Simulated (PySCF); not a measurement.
PySCF input file for GaHBr2, SMILES [Br][GaH][Br], ωB97X-D3(BJ)/def2-SVP. 

```python
import numpy as np
from pyscf import gto, scf, dft
import os
os.environ['JAX_PLATFORMS'] = 'cpu'
from ase import Atoms, units
from ase.calculators.calculator import Calculator, all_changes
from sella import Sella

mol = gto.M(
    atom='''
    Ga   -0.00000000    0.00000000   -0.77566818
    H     0.00000000    0.00000000   -2.31927645
    Br    0.00000000   -1.96816357    0.37664271
    Br    0.00000000    1.96816356    0.37664272
    ''',
    basis='def2-SVP',
    charge=0,
    spin=0,
    max_memory=1600,
    verbose=3,
)
mf = dft.RKS(mol, xc='wb97x-d3bj').density_fit(auxbasis='def2-universal-jkfit')
mf.grids.level = 3
mf.conv_tol = 1e-9
mf.max_cycle = 100
mf.kernel()
grad = mf.nuc_grad_method()
grad.grid_response = mol.nao <= 150
scan = grad.as_scanner()
scan.verbose = scan.base.verbose = 0
class SCF(Calculator):
    implemented_properties = ['energy', 'forces']
    def calculate(self, atoms=None, properties=None, system_changes=all_changes):
        super().calculate(atoms, properties, system_changes)
        e, g = scan(mol.set_geom_(self.atoms.positions, unit='Angstrom', inplace=False))
        assert scan.converged
        self.results = {'energy': float(e) * units.Hartree, 'forces': -np.asarray(g) * units.Hartree / units.Bohr}
atoms = Atoms(mol.elements, mol.atom_coords(unit='Angstrom'), calculator=SCF())
conv = Sella(atoms, order=0, internal=True, allow_fragments=True).run(fmax=0.002, steps=150)
mol_eq = mol.set_geom_(atoms.positions, unit='Angstrom', inplace=False)
print(mol_eq.tostring(format='xyz'))
mf.reset(mol_eq)
mf.verbose = 3
mf.kernel()
```

Program output:

```
converged SCF energy = -7072.80116474778
     Step          Energy         fmax         cmax       rtrust          rho
Sella   0  -192460.722768       0.2594       0.0000       0.1000       1.0000
Sella   1  -192460.726623       0.2594       0.0000       0.1000       1.7837
Sella   2  -192460.732960       0.1946       0.0000       0.1000       0.9929
Sella   3  -192460.733210       0.1494       0.0000       0.1000       1.7474
Sella   4  -192460.733594       0.1079       0.0000       0.1000       1.0469
Sella   5  -192460.733612       0.0224       0.0000       0.1000       1.5517
Sella   6  -192460.733620       0.0147       0.0000       0.1000       0.8703
Sella   7  -192460.733352       0.0031       0.0000       0.0196     -14.0235
Sella   8  -192460.733622       0.0426       0.0000       0.0226       1.0004
4
XYZ from PySCF
Ga         -0.00028588       -0.00000050       -0.80254652
H           0.00012542        0.00000088       -2.34881523
Br          0.00008023       -1.91797781        0.40485174
Br          0.00008023        1.91797741        0.40485080
converged SCF energy = -7072.80156362394
```

The run converged.
